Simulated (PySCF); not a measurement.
Run record: EPR job, `O=C=[C]C(F)=C(F)F` [radical].

Method: UKS B3LYP, pcH-1 on C F O, non-relativistic, mean-field spin-orbit, GIAO (PySCF 2.14.0). Geometry: GFN2-xTB. The input is one job of a driver script: a line of settings, then coordinates in Å.

Command:
```bash
OMP_NUM_THREADS=1 python probes_run.py task.json out
```

Input:
```
{"job": {"kind": "epr", "basis": "pcH-1"}, "charge": 0, "multiplicity": 2}
O      3.339492    -0.181608     0.268583
C      2.179037    -0.201813     0.170182
C      0.934435     0.038177     0.077208
C     -0.359174    -0.369353    -0.051538
F     -0.672693    -1.685591    -0.143075
C     -1.425977     0.489795    -0.099391
F     -1.305343     1.794746    -0.023991
F     -2.680719     0.125060    -0.222543
```

Output:
```
UKS, coarse grid
  cycle   1  E = -526.82100170  |g| = 7.97e-01
  cycle   2  E = -524.78954893  |g| = 2.14e+00
  cycle   3  E = -526.98771480  |g| = 4.18e-01
  cycle   4  E = -527.05516081  |g| = 2.17e-01
  cycle   5  E = -527.07294707  |g| = 7.56e-02
  cycle   6  E = -527.07554868  |g| = 3.53e-02
  cycle   7  E = -527.07620452  |g| = 1.36e-02
  cycle   8  E = -527.07633058  |g| = 8.41e-03
  cycle   9  E = -527.07637499  |g| = 1.93e-03
  cycle  10  E = -527.07637773  |g| = 1.13e-03
  cycle  11  E = -527.07637955  |g| = 5.67e-04
UKS, final grid
  cycle   1  E = -527.07641015  |g| = 1.07e-03
  cycle   2  E = -527.07640814  |g| = 2.37e-03
  cycle   3  E = -527.07641061  |g| = 3.73e-04
  cycle   4  E = -527.07641065  |g| = 3.26e-05
  cycle   5  E = -527.07641066  |g| = 2.83e-05
E = -527.07641066 Eh   <S^2> = 0.7688 (exact 0.7500)
g shifts (ppm)      1          2          3
  rmc          -233       -233       -233
  gc            -10         45         49
  oz_so         -87       2786       9255
  total        -331       2597       9071
hyperfine (MHz)  atom isotope    a_iso     a_fc   dipolar eigenvalues
    0   17O     -15.42     -15.42    -69.30     33.96     35.33
    1   13C     -30.26     -30.26    -12.27      0.40     11.87
    2   13C      25.26      25.26    -33.87    -31.61     65.49
    3   13C     -42.49     -42.49    -13.98      5.33      8.65
    4   19F     -27.62     -27.62    -25.09      8.36     16.72
    5   13C      47.06      47.06    -45.26    -44.26     89.52
    6   19F      72.32      72.32   -136.07   -112.82    248.90
    7   19F      79.29      79.29   -146.15   -125.47    271.62
```

rmc, gc and oz_so are the mass-correction, gauge-correction and orbital-Zeeman/spin–orbit parts of the g shift along its three principal axes; a_iso is the isotropic hyperfine coupling and a_fc its Fermi-contact part. Atoms in this output count from 0.

Problem. How far is ⟨S²⟩ from the pure-spin value?

Solution. S = 0.5 gives S(S+1) = 0.75; the run has 0.7688, 0.0188 more.

In short: ⟨S²⟩ 0.769; g_iso 2.0061.

Isolated species at its GFN2-xTB geometry (one conformer only).

Problem. Estimate the wall time. Hardware: an Arm Neoverse V1 with one thread, no GPU, on a shared host. And the peak memory of the process?

Solution. About 34 s (density and orbital grids were written too), with 0.76 GiB resident at the peak, the Python interpreter and its libraries included.
Labels such as C1 count atoms from 1, the log's own numbers from 0.
